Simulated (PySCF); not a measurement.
An equivalent PySCF input for Ge⁺ (germanium, charge +1), [Ar] 3d10 4s2 4p1, 2P determinant, with scalar relativity through the core potential:

```python
from pyscf import gto, scf, dft, mp, cc
import basis_set_exchange as bse
txt = bse.get_basis("cc-pVDZ-PP", elements=["Ge"], fmt="nwchem", header=False)
cut = txt.index("\nECP")
mol = gto.M(atom="Ge 0 0 0", charge=1, spin=1, symmetry="D2h",
            basis=gto.basis.parse(txt[:cut]),
            ecp={"Ge": gto.basis.parse_ecp(txt[cut:])})
mf = scf.UHF(mol)
mf.irrep_nelec = {'Ag': (4, 4), 'B1g': (1, 1), 'B2g': (1, 1), 'B3g': (1, 1), 'B1u': (1, 1), 'B2u': (2, 1), 'B3u': (1, 1)}
mf.kernel()
```

It reaches the same state as the run whose output follows, and the same energy. The run itself started from symmetry-adapted Hartree-Fock orbitals and held the occupation by maximum overlap, so the iterations belong to that start.

```
SCF conv_tol = 1e-09
number electrons alpha = 11  beta = 10
cycle= 1 E= -293.068413098328  delta_E= -0.00294  |g|= 0.0178  |ddm|= 0.0726
cycle= 2 E= -293.068783499425  delta_E= -0.00037  |g|= 0.0064  |ddm|= 0.0292
cycle= 3 E= -293.068839876098  delta_E= -5.64e-05  |g|= 0.00032  |ddm|= 0.0211
cycle= 4 E= -293.068840082252  delta_E= -2.06e-07  |g|= 4.96e-05  |ddm|= 0.00437
cycle= 5 E= -293.068840086551  delta_E= -4.3e-09  |g|= 8.76e-06  |ddm|= 0.000566
cycle= 6 E= -293.068840086648  delta_E= -9.63e-11  |g|= 1.27e-06  |ddm|= 6.55e-05
converged SCF energy = -293.068840086648  <S^2> = 0.75901694  2S+1 = 2.0089967
```

Energies and moments cover only the electrons outside the core potential.
